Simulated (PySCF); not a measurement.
Excitations are Tamm–Dancoff values on a coarser integration grid. The basis has no diffuse functions, so Rydberg states are missing or too high.

**C2H4OS, SMILES `CSC=O` (C–S–C–O torsion 0°) (charge 0, multiplicity 1)**

All values below come from PySCF with TPSSh-D3(BJ)/def2-TZVP // PBE0-D3(BJ)/def2-TZVP.

```json
{
 "HOMO": "-6.92 eV",
 "dipole_moment": "1.63 D",
 "LUMO": "-1.26 eV",
 "HOMO–LUMO gap": "5.67 eV",
 "S1 excitation (TDA)": "4.90 eV",
 "S1 oscillator strength": "0.000",
 "brightest of the four lowest singlets (TDA)": "6.86 eV",
 "T1 excitation (TDA)": "4.31 eV",
 "S1–T1 gap (TDA)": "0.59 eV",
 "total_energy": "-552.1379 Ha",
 "cost": "around 3 core-minutes (rough)"
}
```

```xyz
8

C     -1.0603    -0.4851     0.2111
S      0.0668    -0.4675    -1.1868
C      1.3298     0.5849    -0.5742
O      1.3632     1.1149     0.5006
H     -0.6337     0.1598     0.9811
H     -1.1602    -1.5019     0.5870
H     -2.0319    -0.1057    -0.1005
H      2.1245     0.7051    -1.3322
```
Charge 0, spin multiplicity 1.
